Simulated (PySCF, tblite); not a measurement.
Species: C7H18P (charge +1).
Numbering: `[CH3:1][PH+:2]([CH3:3])[CH2:4][C:5]([CH3:6])([CH3:7])[CH3:8]` (hydrogens: H9, H10, H11 on C1; H12 on P2; H13, H14, H15 on C3; H16, H17 on C4; H18, H19, H20 on C6; H21, H22, H23 on C7; H24, H25, H26 on C8)

The geometry is computed with GFN2-xTB (gas phase).

(1) Give the optimised bond lengths and angles.

Answers

(1) 
| bond | length (Å) |
| --- | --- |
| C1–P2, P2–C3 | 1.806 |
| P2–C4 | 1.815 |
| C4–C5 | 1.544 |
| C5–C6, C5–C7, C5–C8 | 1.528 |
| C1–H9 and 5 like bonds | 1.090 |
| P2–H12 | 1.376 |
| C4–H16, C4–H17 | 1.095 |
| C6–H18 and 8 like bonds | 1.088 |

Bonds in one row agree within 0.01 Å and their mean is given. A selection of angles:
| angle | degrees |
| --- | --- |
| P2–C1–H9 | 110.2 |
| H9–C1–H10 | 109.2 |
| C1–P2–C3 | 108.6 |
| C1–P2–C4 | 109.2 |
| C1–P2–H12 | 106.4 |
| C3–P2–C4 | 112.8 |
| C3–P2–H12 | 108.0 |
| C4–P2–H12 | 111.6 |
| P2–C3–H15 | 111.1 |
| P2–C4–C5 | 115.7 |
| P2–C4–H16 | 106.1 |
| P2–C4–H17 | 107.4 |
| C5–C4–H16 | 110.1 |
| H16–C4–H17 | 107.7 |
| C4–C5–C6 | 110.1 |
| C4–C5–C7 | 107.6 |
| C6–C5–C7 | 109.8 |
| C5–C6–H18 | 109.9 |
| C5–C6–H19 | 111.1 |
| H18–C6–H19 | 107.6 |
| H19–C6–H20 | 109.4 |

Torsions: C1–P2–C4–C5 -146° (anticlinal); P2–C4–C5–C6 -49° (synclinal). The mirror-image conformer, all signs reversed, is as good.

P2 (phosphonium phosphorus) is tetrahedral (angles from 106.4° to 112.8°). Of the pairs four or more bonds apart, P2···H19 is among the closest relative to their van der Waals radii: 2.75 Å, 92 % of the sum of Bondi's values.

Point group: C1 (no symmetry element, even within 0.4 Å). Its GFN2-xTB frequencies are all real (lowest 57 cm⁻¹).
